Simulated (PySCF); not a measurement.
# Identify the compound

Molecular formula: C$_{6}$H$_{11}$N$_{3}$. Simulated spectra:

$^{1}$H NMR (300 MHz, computed): δ 7.50 (s, 1H), 4.17 (s, 3H), 3.12 (sept, 1H), 1.28 (d, 6H).

$^{13}$C{$^{1}$H} NMR (computed): δ 160.5 (C), 134.5 (CH), 41.2 (CH3), 30.3 (CH), 26.7 (CH3).

Level of theory: GFN2-xTB structure, σ from GIAO-PBE0/pcSseg-1, in PySCF 2.14.0 with density-fitted response routines (one averaged value for each set of equivalent atoms, no relativistic terms, no solvent, one computed conformer).

Shifts are taken against calculated references (same method and geometry level): $^{1}$H (31.72 ppm), $^{13}$C (186.93 ppm) vs TMS.

Choose the structure that fits.
A. CCn1nc(C)c(C)n1
B. CC(C)(C)n1ccnn1
C. CC(C)c1cnn(C)n1
D. CC(C)Cn1nccn1

Results:

C. 

- The formula gives 3 degrees of unsaturation (1 ring in the answer).
- 5 carbon signals for 6 carbons: some carbons are equivalent by symmetry or fast rotation.
- Carbon types of the structure: 1 × C, 2 × CH, 3 × CH3, which accounts for all hydrogens.
- δC 160.5: substituted aromatic carbon next to a ring nitrogen.
- δC 134.5: aromatic CH next to a ring nitrogen.
- δC 41.2: methyl carbon bonded to N; the inductive effect lowers its shielding.
- δC 26.7: methyl carbon; aliphatic region, no heteroatom directly attached.
- δH 3.12: hydrogen on an sp3 CH on an aromatic ring; benzylic-type position, deshielded by the ring.

The others: CCn1nc(C)c(C)n1 would give 4 carbon signals, not 5; CC(C)Cn1nccn1 would give 4 carbon signals, not 5; CC(C)(C)n1ccnn1 would give 4 carbon signals, not 5.

Shifts are as computed. Against solution values, carbons near 30 ppm lie about +3 ppm off and those near 130 ppm about +5 ppm. Of 1211 compounds with measured shifts, 218 miss one by over three times the rms of a fit or turn the order of signals round; such compounds aren't used in these exercises. Multiplicities follow the n + 1 count of equivalent neighbours, as no J values were calculated; m marks all less simple cases, F and P coupling included.
